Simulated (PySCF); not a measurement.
**HgH⁺: frontier orbitals**

PBE0 at R = 1.609 Å; PySCF, scalar-relativistic core potentials, basis sets Hg def2-SVPD with ECP60, H def2-SVPD. State: ¹Σ⁺ (singlet), closed shell. Only the outer orbitals are listed, counted within each symmetry, core potentials removing the inner ones.

```json
{"orbital": "3σ", "occ.": "2", "ε (eV)": "-22.14", "on Hg (%)": "87", "main shells (%)": "82 Hg d, 13 H s"}
{"orbital": "2π", "occ.": "2", "ε (eV)": "-20.83", "on Hg (%)": "100", "main shells (%)": "100 Hg d"}
{"orbital": "2π", "occ.": "2", "ε (eV)": "-20.83", "on Hg (%)": "100", "main shells (%)": "100 Hg d"}
{"orbital": "1δ", "occ.": "2", "ε (eV)": "-20.44", "on Hg (%)": "100", "main shells (%)": "100 Hg d"}
{"orbital": "1δ", "occ.": "2", "ε (eV)": "-20.44", "on Hg (%)": "100", "main shells (%)": "100 Hg d"}
{"orbital": "4σ", "occ.": "2", "ε (eV)": "-16.91", "on Hg (%)": "74", "main shells (%)": "59 Hg s, 25 H s, 13 Hg d"}
{"orbital": "5σ", "occ.": "0", "ε (eV)": "-10.23", "on Hg (%)": "70", "main shells (%)": "36 Hg p, 30 Hg s, 28 H s"}
{"orbital": "3π", "occ.": "0", "ε (eV)": "-6.37", "on Hg (%)": "96", "main shells (%)": "96 Hg p"}
{"orbital": "3π", "occ.": "0", "ε (eV)": "-6.37", "on Hg (%)": "96", "main shells (%)": "96 Hg p"}
```

Problem. Which are the highest filled and the lowest empty level, where do they sit, and how wide is the gap?

Solution. Highest filled 4σ at -16.91 eV (in %: 59 Hg s, 25 H s, 13 Hg d); lowest empty 5σ at -10.23 eV (in %: 36 Hg p, 30 Hg s, 28 H s); the gap at PBE0 is 6.68 eV.

- bond order (Mayer): 1.03
- ⟨S²⟩: 0.000
- charge on Hg (Mulliken, basis-dependent): 0.78
- charge on Hg (Löwdin, basis-dependent): 1.07
- dipole moment (positive dipole points towards H; it is taken about the centre of mass and depends on that origin): -0.35 D
- polarisability along the bond: 26.4 bohr³
- polarisability across the bond: 18.9 bohr³

Spin–orbit coupling is left out.
